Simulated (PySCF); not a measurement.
Isomers of C7H13FOSi, from PBE0-D3(BJ)/def2-SVP geometry optimisation, gas phase in PySCF. One conformer each, no zero-point energy, no frequencies.

Question: Which is lower in electronic energy at this level?
A. `[CH2:1]=[C:2]([CH3:3])[Si@@:4]1([O:5][CH3:6])[CH2:7][CH2:8][C@H:9]1[F:10]` with C1–C2–Si4–O5 -16°, C2–Si4–O5–C6 -67°, C2–Si4–C7–C8 90°, Si4–C7–C8–C9 24°, C7–C8–C9–F10 -149°, C2–Si4–C9–C8 -94°: A = 1257, B = 999.3, C = 794.8 MHz, dipole 0.78 D
B. `[F:1][C@@:2]1([CH:3]2[CH2:4][CH2:5][CH2:6]2)[CH2:7][O:8][SiH2:9][CH2:10]1` with F1–C2–C3–C4 -57°, C2–C3–C4–C5 140°, C3–C4–C5–C6 -18°, C4–C5–C6–C3 18°, F1–C2–C7–O8 161°: A = 2073, B = 774.8, C = 751.2 MHz, dipole 1.19 D

Answer: B. That is `F[C@@]1(C2CCC2)CO[SiH2]C1`, 14.0 kcal/mol below the other.

```csv
SMILES,mapped SMILES,E (Eh),relative (kcal/mol),relative (kJ/mol),dipole (D)
F[C@@]1(C2CCC2)CO[SiH2]C1,[F:1][C@@:2]1([CH:3]2[CH2:4][CH2:5][CH2:6]2)[CH2:7][O:8][SiH2:9][CH2:10]1,-738.11570,0.0,0.0,1.19
C=C(C)[Si@@]1(OC)CC[C@H]1F,[CH2:1]=[C:2]([CH3:3])[Si@@:4]1([O:5][CH3:6])[CH2:7][CH2:8][C@H:9]1[F:10],-738.09336,14.0,58.6,0.78
```

As drawn, the higher has a C=C bond outside aromatic rings, which the lower lacks.
